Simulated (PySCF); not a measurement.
CH6InNO2, SMILES [OH][In]([OH])[NH]C.

Geometry optimised at B3LYP-D3(BJ)/def2-SVP. The structure was generated by enumeration; whether it is a known compound was not checked. The def2 effective core potentials stand for the cores of In; spin–orbit coupling is left out. One conformer was computed; it need not be the lowest.

Method: PBE/def2-TZVP (PySCF).

Isolated molecule, no solvent.

### Question
Estimate the frontier levels, gap, dipole moment and polarisability. (Estimate from the structure and the level; the computed values follow.)

### Answer

```
Item                                                                                                           Result
---------------------------------------------------------------------------------------------  ----------------------
highest occupied level                                                                                       -5.39 eV
lowest empty level                                                                                           -2.46 eV
orbital gap                                                                                                   2.93 eV
dipole moment                                                                                                  2.38 D
quadrupole, principal values (traceless, Buckingham form, about the centre of nuclear charge)  -5.35, -0.41, 5.76 D·Å
mean static polarisability                                                                       67.1 bohr³ (9.94 Å³)
polarisability, principal values                                                               48.8, 65.4, 87.0 bohr³
```
